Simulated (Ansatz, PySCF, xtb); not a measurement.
Reaction R1 + 2 R2 → 3 P1, each structure at its B3LYP-D3(BJ)/def2-TZVP stationary point, reached from a drawn start (curvature not checked).
R1, H9NSi3 (SMILES [SiH3]N([SiH3])[SiH3]) (charge 0, multiplicity 1):
```xyz
13

Si     0.352     0.858    -1.475
N      0.082    -0.029     0.002
Si     0.242     0.779     1.540
Si    -0.574    -1.644    -0.064
H      1.415     1.862    -1.247
H      0.758    -0.089    -2.538
H     -0.868     1.569    -1.930
H     -1.010     1.469     1.940
H      1.316     1.792     1.442
H      0.570    -0.222     2.578
H     -0.069    -2.320    -1.279
H     -2.058    -1.641    -0.118
H     -0.158    -2.383     1.148
```
R2: NH3 (SMILES N), charge 0, multiplicity 1.
P1: H5NSi (SMILES N[SiH3]), charge 0, multiplicity 1.

P less R. No zero-point or thermal terms.

Programs: Ansatz (a first-principles code) with Gaussian orbitals; PySCF for the D3/D4 terms; xtb for the GFN methods. All values are computed, each at the level named.

Question: One of these levels gives 25.9 kJ/mol for the reaction energy. Which one is it?
A. CAM-B3LYP/def2-TZVPP
B. r2SCAN-D4/def2-TZVPP
C. GFN1-xTB
D. BLYP-D4/def2-TZVPP

Answer: D, BLYP-D4/def2-TZVPP. The others give -63.3 (GFN1-xTB), 21.5 (r2SCAN-D4/def2-TZVPP), 5.7 (CAM-B3LYP/def2-TZVPP)
